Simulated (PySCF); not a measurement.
Does the answer move with the share of exact exchange?

CH6O3Si2.
Z-matrix (Å and degrees, PBE0-D3(BJ)/def2-SVP geometry), rows numbered from 1:
```
O 
C   1  1.2121
Si  2  1.9344  1  124.15
O   3  1.6404  2  110.07  1   -10.90
Si  4  1.6741  3  142.19  2    18.80
O   5  1.6464  4  110.08  3    20.61
H   2  1.1259  1  118.34  3   179.87
H   3  1.4929  2  106.32  1   111.53
H   3  1.4908  2  106.68  1  -131.62
H   5  1.4908  4  106.05  3  -101.90
H   5  1.4826  4  108.36  3   138.26
H   6  0.9733  5  112.79  4   -51.83
```

PySCF, pcSseg-1 basis, density fitting, gas phase, PBE0-D3(BJ)/def2-SVP geometry. One functional is left out:

```json
{"functional": "B97-D", "exact exchange (%)": "0", "HOMO energy (eV)": "-6.18", "LUMO energy (eV)": "-3.14", "dipole moment (D)": "2.936"}
{"functional": "BLYP", "exact exchange (%)": "0", "HOMO energy (eV)": "-6.05", "LUMO energy (eV)": "-3.09", "dipole moment (D)": "2.894"}
{"functional": "BP86", "exact exchange (%)": "0", "HOMO energy (eV)": "-6.27", "LUMO energy (eV)": "-3.34", "dipole moment (D)": "2.939"}
{"functional": "LDA", "exact exchange (%)": "0", "HOMO energy (eV)": "-6.29", "LUMO energy (eV)": "-3.52", "dipole moment (D)": "3.076"}
{"functional": "OPBE", "exact exchange (%)": "0", "HOMO energy (eV)": "-6.10", "LUMO energy (eV)": "-3.14", "dipole moment (D)": "2.833"}
{"functional": "PBE", "exact exchange (%)": "0", "HOMO energy (eV)": "-6.15", "LUMO energy (eV)": "-3.24", "dipole moment (D)": "2.897"}
{"functional": "B3LYP", "exact exchange (%)": "20", "HOMO energy (eV)": "-7.41", "LUMO energy (eV)": "-2.33", "dipole moment (D)": "3.073"}
{"functional": "B97-2", "exact exchange (%)": "21", "HOMO energy (eV)": "-7.38", "LUMO energy (eV)": "-2.16", "dipole moment (D)": "3.078"}
{"functional": "PBE0", "exact exchange (%)": "25", "HOMO energy (eV)": "-7.64", "LUMO energy (eV)": "-2.09", "dipole moment (D)": "3.102"}
{"functional": "BHandHLYP", "exact exchange (%)": "50", "HOMO energy (eV)": "-9.08", "LUMO energy (eV)": "-0.81", "dipole moment (D)": "3.291"}
```

Q: Predict the row of mPW1PW91 (25 % exact exchange) by straight lines through the other rows, and check it.

A: 
```json
{"property": "HOMO energy (eV)", "line": "-7.64", "computed": "-7.68", "computed − line": "-0.04", "PBE0 (25 %), for comparison": "-7.64"}
{"property": "LUMO energy (eV)", "line": "-2.04", "computed": "-2.10", "computed − line": "-0.06", "PBE0 (25 %), for comparison": "-2.09"}
{"property": "dipole moment (D)", "line": "3.108", "computed": "3.122", "computed − line": "+0.014", "PBE0 (25 %), for comparison": "3.102"}
```

Q: Which of these properties follows the share of exact exchange most closely, and which least?

A: Most closely the HOMO energy, least the dipole moment; the correlations over the tabulated rows are HOMO energy -0.997, LUMO energy 0.989, dipole moment 0.896. The HOMO energy moves by -0.584 eV for every 10 %. Functionals with the same share still differ in their other parts: at 0 % BLYP and LDA differ by 0.24 eV in it.
